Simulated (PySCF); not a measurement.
In₂O, optimised at GFN2-xTB:

```xyz
3

In     1.2043     1.1726    -1.0845
O      0.0000     0.0000     0.0000
In    -1.2043    -1.1726     1.0845
```

Method: PySCF energies (xtb for GFN2) plus ideal-gas RRHO corrections (1 bar). All species are closed-shell singlets. In: scalar-relativistic def2 core potential, no spin-orbit coupling.

Problem. List the harmonic frequencies (cm⁻¹, unscaled) at this level and at the other levels, each on its own geometry.

Solution. 
- GFN2-xTB: 108, 108, 161, 532
- PBE/def2-SVP: 44, 47, 197, 713
- PBE0/def2-TZVP: 58, 60, 209, 755
